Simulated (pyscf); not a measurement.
# HO–CdH, singlet

Gas-phase minimum from PySCF at ωB97X-D3(BJ)/def2-SVP, one conformer. 

SMILES: [OH][CdH]
```xyz
4

O      1.9128    -0.5230     0.4680
Cd     0.1290     0.0965    -0.0757
H      1.9226    -1.1958     1.1574
H     -1.3248     0.6698    -0.5893
```

Bonds (Å): O1–Cd2 1.965, O1–H3 0.963, Cd2–H4 1.645. Angles (°): Cd2–O1–H3 115.3, O1–Cd2–H4 176.9.

Properties at ωB97X-D3(BJ)/def2-SVP:

```yaml
harmonic_wavenumbers_unscaled: 462, 472, 616, 715, 1925, 3913 cm⁻¹
zero_point_energy: 11.6 kcal/mol
rotational_symmetry_number: 1
Entropy of this conformer at 298 K and 1 atm, rigid rotor and harmonic oscillator, modes under 100 cm⁻¹ raised to 100: 260.2 J/(mol K)
dipole_moment: 1.56 D
```

Single-point totals, which compare only within one level (frozen core for MP2 and CC):

```csv
level,total energy (hartree)
ωB97X-D3(BJ)/def2-TZVP,-244.28084
PBE/def2-TZVP,-244.13795
r²SCAN/def2-TZVP,-244.23488
B3LYP-D3(BJ)/def2-TZVP,-244.27846
PBE0-D3(BJ)/def2-TZVP,-244.12493
M06-2X/def2-TZVP,-244.10167
ωB97M-D3(BJ)/def2-TZVP,-244.24253
HF/def2-TZVPP,-242.90824
MP2/def2-TZVPP,-243.88587
CCSD/def2-TZVPP,-243.85819
CCSD(T)/def2-TZVPP,-243.88721
```

The CCSD(T) − MP2 part came from Ansatz, without density fitting, on the same reference. The frozen core leaves the outer d or s,p core shells of the metals and heavy elements correlated in the MP2 and CC values, and def2-TZVPP describes them poorly, so these totals are far from the basis limit. Elements past Kr carry the def2 core potentials, without spin-orbit coupling.
